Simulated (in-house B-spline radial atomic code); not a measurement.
## How G0W0 and RPA depend on the start: Cr

Configuration [Ar] 3d5 4s1, highest spin. Computed with a B-spline radial code for spherical atoms: all electrons, non-relativistic, point nucleus, each spin shell either full or empty, empty states to l = 9 with an (l + 1/2)⁻⁴ tail; G0W0 by contour deformation at full frequency.

| start | mean-field 4s up (eV) | G0W0 (eV) | QP weight | RPA correlation (Eh) |
| --- | --- | --- | --- | --- |
| Hartree-Fock | -6.042 | -6.814 | 0.955 | -1.4101 |
| PBE0 | -4.850 | -7.187 | 0.880 | -1.5571 |
| HSE06 | -4.514 | -7.146 | 0.834 | -1.5663 |
| B3LYP (VWN-RPA) | -4.722 | ? | ? | ? |
| BHandHLYP | -5.140 | -7.047 | 0.919 | -1.5031 |
| CAM-B3LYP | -5.747 | -7.228 | 0.931 | -1.5351 |
| LC-wPBE | -6.711 | -7.233 | 0.951 | -1.5217 |
| wB97X | -6.273 | ? | ? | ? |
| r2SCAN0 | -5.066 | -7.201 | 0.905 | -1.5356 |

(1) What G0W0 level, weight and RPA correlation energy follow from the wB97X start?

(2) What G0W0 level, weight and RPA correlation energy follow from the B3LYP (VWN-RPA) start?

(3) How much of the dependence on the start does G0W0 remove?

Answers

(1) G0W0 level -7.159 eV, weight 0.947, RPA correlation -1.515 hartree.

(2) G0W0 level -7.213 eV, weight 0.865, RPA correlation -1.5714 hartree.

(3) The mean-field levels span 2.2 eV and the G0W0 levels 0.419 eV. Against 6.767 eV (NIST, measured) the G0W0 removal energies are off by +0.05 to +0.47 eV, with relativity, Breit and QED terms left out.
